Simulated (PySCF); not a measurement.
Electron correlation in Sm(32+) (samarium, charge +32)

Starting occupation: [Ar] 3d10 4s2. All numbers are calculated (PySCF 2.14, X2C-1e with screened-nucleus spin-orbit coupling, Gaussian nucleus, in an uncontracted even-tempered set (19 s from 1.3 bohr⁻², ratio 2.6; 15 p from 1.7 bohr⁻², ratio 2.6; 10 d from 1.7 bohr⁻², ratio 2.6; 6 f from 1.7 bohr⁻², ratio 2.8)). Frozen: [Ar]; 12 electrons correlated; the 94 highest virtual spinors left out.

MP2 pair energies summed by pair of shells (mhartree):

```
       pair   energy  share (%)
3d3/2-3d5/2  -187.82       35.9
3d5/2-3d5/2  -132.33       25.3
4s1/2-4s1/2   -58.88       11.3
3d3/2-3d3/2   -56.97       10.9
3d5/2-4s1/2   -52.53       10.0
3d3/2-4s1/2   -34.21        6.5
```

Total MP2 correlation energy: -522.75 mhartree.

The virtual space was cut to 68 spinors, which keep -501.44 of the -522.75 mhartree of MP2 correlation.

```
  level  correlation energy (mhartree)
   CCSD                        -500.57
    (T)                          -0.93
CCSD(T)                        -501.50
```

Diagnostics: T1 = 0.00024, largest double amplitude 0.066.

Q: Is a single reference adequate?

A: Yes: T1 lies below 0.03 and no double amplitude reaches 0.07.

The coupled-cluster values are those of the cut space; adding the MP2 remainder, -21.31 mhartree, estimates the full space.

At this charge the one-electron X2C treatment keeps the bare 1/r₁₂, with no two-electron picture change or Breit term. The effect here is smaller than on the frozen 1s shell.
